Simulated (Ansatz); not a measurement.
Two isomers of C2H3NSe: A = `CN=C=[Se]`, B = `C[Se]C#N`.

Isolated molecules relaxed with PBE0-D4/def2-TZVP in Ansatz; ΔE leaves out vibrations. CCSD(T)/CBS is the MP2 limit (def2-TZVPP, def2-QZVPP) plus CCSD(T) − MP2 in def2-TZVPP, frozen cores. Functionals use def2-TZVPP. B3LYP here is the variant with VWN-RPA as its local correlation; programs differ in this. For Se outer-core shells are correlated without core-valence functions, which leaves a few kJ/mol of doubt a bond. Scalar relativity is left out up to krypton.

(1) Which is lower in electronic energy at CCSD(T)/CBS, and by how much? (Estimate.)

(2) Give E(B) − E(A) in kcal/mol with ωB97M-V, BLYP-D4, PBE-D4, B2PLYP, B3LYP, LDA (SPW92), PBE0-D4. (Estimate.)

(3) Does the order hold for the free energy at 298.15 K (harmonic terms from PBE0-D4)? (Estimate.)

Largest T1 diagnostic: 0.014.

Results:

(1) Ansatz gave: A, by 0.9 kcal/mol.

(2) Computed: ωB97M-V 1.7, BLYP-D4 6.0, PBE-D4 7.7, B2PLYP 4.0, B3LYP 6.5, LDA (SPW92) 14.1, PBE0-D4 6.8. None reverses the order clearly.

(3) The calculation gave: Too close to call: G(B) − G(A) = +0.2 kcal/mol. Modes under 60 cm⁻¹, often nearly free rotors, make the harmonic entropy too high.

From PBE to PBE0 (25 % exact exchange), in def2-TZVPP and without D4, E(B) − E(A) moves by −1.0 kcal/mol. At CCSD(T), def2-SVP lies +3.7 kcal/mol from the extrapolated value and def2-TZVPP −2.0 kcal/mol.
